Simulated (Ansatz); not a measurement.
CH$_{3}$S (SMILES [CH2]S), doublet, geometry from GFN2-xTB, atoms displaced at random by about 0.03 Å a coordinate; Ansatz (a quantum-chemistry and plane-wave program) with HF/def2-SVP, gradient.

Here is a job for Ansatz.
Ansatz 0.2 input:
```yaml
crystal:
  periodic: [false, false, false]
  atoms:
    - {symbol: C, position_ang: [0.14525623, 1.14677064, -0.13599311]}
    - {symbol: S, position_ang: [-0.08990176, -0.58038300, 0.18365813]}
    - {symbol: H, position_ang: [0.74278569, -0.95897363, -0.76538667]}
    - {symbol: H, position_ang: [-0.54889248, 1.71464368, 0.49642448]}
    - {symbol: H, position_ang: [0.42701272, 1.50425797, -1.08172129]}
basis:
  gaussian:
    orbitals: def2-SVP
hamiltonian:
  xc: hf
magnetization: {spin_polarized: true, initial_magnetization: 1}
output: {forces: true}
```

It wrote (shortened):

```
Functional definition: HF
465 factors; integrals over basis functions are off by at most 1.2e-3 eV
mean field evaluation 1: about -11888.1900 eV, gradient 1.2e1 eV
mean field evaluation 2: about -11888.1934 eV, gradient 1.2e1 eV
mean field evaluation 4: about -11889.5068 eV, gradient 2.1e0 eV
mean field evaluation 8: about -11889.6274 eV, gradient 1.5e-1 eV
mean field -11889.62800227 eV, -436.9357700041 hartree, gradient 1.2e-5 eV, S^2 0.764289; 0 other end points of the search recorded, 0 dependent functions left out
the calculation of the forces begins
reference -11889.62800227 eV, -436.9357700041 hartree; 13, 12 occupied and 34, 35 virtual orbitals, 465 factors
Total energy: -11889.62800227 eV, -436.9357700041 hartree
Atom 0 at     0.145256     1.146771    -0.135993 Å, force    -1.458873    -0.766861     2.293765 eV/Å
Atom 1 at    -0.089902    -0.580383     0.183658 Å, force     0.270079     0.770687    -0.336551 eV/Å
Atom 2 at     0.742786    -0.958974    -0.765387 Å, force     0.262487    -0.589738    -0.248198 eV/Å
Atom 3 at    -0.548892     1.714644     0.496424 Å, force     0.557577     0.207204    -0.487459 eV/Å
Atom 4 at     0.427013     1.504258    -1.081721 Å, force     0.368731     0.378708    -1.221557 eV/Å
Dipole moment:     0.068040     0.107143    -0.218813 e Å
```
